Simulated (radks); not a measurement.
Question: Neutral magnesium, [Ne] 3s2. Calculated with a radial shooting solver on a logarithmic mesh with Libxc functionals: non-relativistic Kohn-Sham, LDA (Slater exchange, Perdew-Wang correlation), spin-polarised, spherical densities, point nucleus. Every spin shell is full or empty, so the densities are truly spherical. Functionals are evaluated on that one density, not self-consistently. Rank these orbital-free kinetic functionals by their error against the exact value of the orbitals, and give that value: Thomas-Fermi, von Weizsacker, TF + vW, LC94, APBEK, revAPBEK, Perdew 92, Thakkar, PG1, Ernzerhof.

Answer: Exact: 198.540 hartree. From best to worst, with 100 (|E| - |E exact|)/|E exact| (equal figures are ties): LC94 +0.03, Thakkar -0.08, Ernzerhof +0.14, APBEK +0.17, Perdew 92 -0.59, revAPBEK +0.60, Thomas-Fermi -7.95, PG1 +27.67, von Weizsacker -33.93, TF + vW +58.12.
